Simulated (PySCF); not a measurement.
Structure and norm of the vector part βᵢ = ⅓ Σⱼ (βᵢⱼⱼ + βⱼᵢⱼ + βⱼⱼᵢ) of the static first hyperpolarisability

Method: quadratic response CAM-B3LYP/aug-cc-pVDZ first hyperpolarisability, Taylor convention, gas phase (PySCF 2.14.0). Geometry: PBE0-D3(BJ)/def2-SVP.

Each molecule in one low-energy conformer.

The calculation is non-relativistic, which matters for the atoms heavier than Zn.

**Question.** Order by norm of the vector part βᵢ = ⅓ Σⱼ (βᵢⱼⱼ + βⱼᵢⱼ + βⱼⱼᵢ) of the static first hyperpolarisability, lowest first.
A. [SiH3]c1ccc(C=S)cc1
B. C#Cc1ccc(C=S)cc1
C. C[Se]c1ccc(C=S)cc1

**Answer.** A (1116 au), B (2027 au), C (4077 au).

All values:
```csv
molecule,change,static β vector norm (au),static β HRS (au),S1 (eV)
[SiH3]c1ccc(C=S)cc1,H replaced by SiH3,1116,468,2.19
C[Se]c1ccc(C=S)cc1,H replaced by SeCH3,4077,1721,2.25
C#Cc1ccc(C=S)cc1,H replaced by ethynyl,2027,841,2.17
```
